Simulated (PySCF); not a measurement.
Working with the constants of K₂

PBE0 constants of K₂, ¹Σg⁺ (singlet), closed shell (basis K x2c-TZVPall; spin-free X2C with a Gaussian nucleus; PySCF 2.14; masses 38.9637 and 38.9637 u):

```
ωe              : 91.6 cm⁻¹
ωexe            : 0.234 cm⁻¹
Be              : 0.054205 cm⁻¹
αe              : 0.000167 cm⁻¹
D (centrifugal) : 7.6e-08 cm⁻¹
De to K + K     : 0.51 eV
```

Q: Give the vibrational terms G(v) and spacings up to v = 6.

A: G(v) = ωe(v+½) − ωexe(v+½)².

| v | G(v) (cm⁻¹) | G(v) − G(v−1) | Bv (cm⁻¹) |
| --- | --- | --- | --- |
| 0 | 45.7 |  | 0.05412 |
| 1 | 136.9 | 91.1 | 0.05395 |
| 2 | 227.5 | 90.7 | 0.05379 |
| 3 | 317.7 | 90.2 | 0.05362 |
| 4 | 407.5 | 89.7 | 0.05345 |
| 5 | 496.7 | 89.3 | 0.05329 |
| 6 | 585.5 | 88.8 | 0.05312 |

Closed-shell solutions of metal pairs were not tested for spin polarisation, which can lower them a little.
